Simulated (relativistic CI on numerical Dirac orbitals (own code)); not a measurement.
# How well does a small relativistic CI reproduce Hg²⁺?

Calculated at this level of theory: Dirac-Coulomb-Breit CI, separate exchange-only KLI orbitals for each configuration, model QED (radiative potential, 1s self-energy scaled to tabulated hydrogen-like ionisation energies), valence Slater integrals scaled by 0.85, P86 correlation energy added to each configuration (own radial code, finite nucleus).

CI space (outside the closed core [Xe] 4f14): 5d¹⁰, 5d⁹6s, 5d⁹6p, 5d⁸6s², 5d⁹5f, 5d⁹7s, 5d⁹6d, 5d⁸6s6p, 5d⁹7p, 5d⁸5f², 5d⁹8s, 5d⁹7d, 5d⁹8p, 5d⁹6f, 5d⁹5g, 5d⁹8d, 5d⁹7f, 5d⁸6s7s, 5d⁸6p², 5d⁸5f6s. Levels of other configurations are missing.

```csv
Configuration,Term (tabulated),J,Measured (cm⁻¹),Computed,Error,Purity (%)
5d¹⁰,1S,0,0.0,0,0,99
5d⁹6s,3D,3,42850.3,48094,5243,100
5d⁹6s,3D,2,46029.5,51357,5328,61
5d⁹6s,3D,1,58405.8,62885,4479,100
5d⁹6s,1D,2,61085.7,65798,4712,60
5d⁸6s²,3F,4,97893.8,107528,9634,93
5d⁹6p,³F° (computed),3,105627.8,109912,4284,50
5d⁸6s²,¹D (computed),2,106027.5,116358,10330,45
5d⁸6s²,³F (computed),3,112226.0,121116,8890,98
5d⁹6p,³P° (computed),1,118607.4,121147,2540,71
5d⁸6s²,³P (computed),2,118926.5,128681,9754,50
5d⁹6p,³D° (computed),3,121602.0,124359,2757,73
5d⁸6s²,³P (computed),1,122734.9,133424,10689,98
5d⁹6p,¹P° (computed),1,126556.3,130870,4314,74
5d⁹6p,³P° (computed),0,130702.4,132140,1438,98
5d⁸6s²,¹D (computed),2,133731.5,142461,8729,50
5d⁹6p,³F° (computed),3,134588.0,136538,1950,47
5d⁹6p,³D° (computed),1,134998.7,136975,1976,53
5d⁸6s²,1S,0,158909.0,167639,8730,78
5d⁹7s,³D (computed),3,178428.2,178191,-237,99
5d⁹7s,¹D (computed),2,179039.1,178879,-160,55
5d⁹7s,³D (computed),1,194078.6,193040,-1039,99
5d⁹7s,³D (computed),2,194476.0,193492,-984,55
```

Measured levels from Moore, Atomic Energy Levels, vol. III, NSRDS-NBS 35 (1971 reprint of NBS Circular 467, 1958); pairs were made by configuration, J and term (by order where the table uses no LS term), so strongly mixed levels may be paired wrongly. The analysis dates from before 1960.

Mean error by configuration (cm⁻¹): 5d⁹6s 4941; 5d⁸6s² 9537; 5d⁹6p 2751; 5d⁹7s -605. Over the excited levels the mean absolute error is 4918 cm⁻¹ (22 of the 62 excited levels that our extract of the source holds in range could be paired, and the others can miss by more), and the median relative error of those above 1,000 cm⁻¹ is 4.8 %.
